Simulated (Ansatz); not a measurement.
Gas-phase reaction in SMILES: CN(C)C(=O)N(C)C [1,1,3,3-tetramethylurea] + 2 C (CH4) + 4 N (NH3) → C=O (CH2O) + 6 CN (CH5N) [methanamine]
Each molecule is optimised on its own at B3LYP-D3(BJ)/def2-TZVP (Ansatz, a program for electronic structure), one conformer each, not searched for the lowest.

Wanted: bond separation energy (electronic energy difference), in kcal/mol. Cores are frozen in the correlated levels unless marked. No spin-orbit coupling. Non-relativistic. CBS(X,Y): correlation extrapolated as X^-3; Hartree-Fock from the larger set. [CCSD(T)-MP2]/basis is that difference in the basis named.

| level | program | bond separation energy (kcal/mol) | minus last row |
|---|---|---|---|
| HF/6-31G* | Ansatz | 56.7 | -12.2 |
| HF/cc-pwCVTZ | Ansatz | 56.4 | -12.5 |
| RI-HF/cc-pVQZ | Ansatz | 55.7 | -13.2 |
| PBE-D3(BJ)/def2-TZVPD | Ansatz + dftd3 | 69.5 | 0.6 |
| B3LYP-D4/def2-TZVPD | Ansatz + dftd4 | 68.3 | -0.6 |
| PBE0/6-31G* | Ansatz | 65.5 | -3.4 |
| PBE0-D4/def2-TZVP | Ansatz + dftd4 | 70.1 | 1.2 |
| PBE0/def2-QZVPP | Ansatz | 65.7 | -3.2 |
| wB97M-V/def2-TZVPD | Ansatz | 68.6 | -0.3 |
| wB97X-V/def2-TZVPD | Ansatz | 67.4 | -1.5 |
| B2GP-PLYP-D4/def2-TZVPD | Ansatz + dftd4 | 69.7 | 0.8 |
| SCS-MP2/6-31G* | Ansatz | 66.5 | -2.4 |
| SCS-MP2/cc-pVDZ | Ansatz | 64.5 | -4.4 |
| CCSD/STO-3G | Ansatz | 31.1 | -37.8 |
| RI-MP2/CBS(cc-pVTZ,cc-pVQZ)+[CCSD(T)-MP2]/cc-pVTZ | Ansatz | 68.9 | 0.0 |
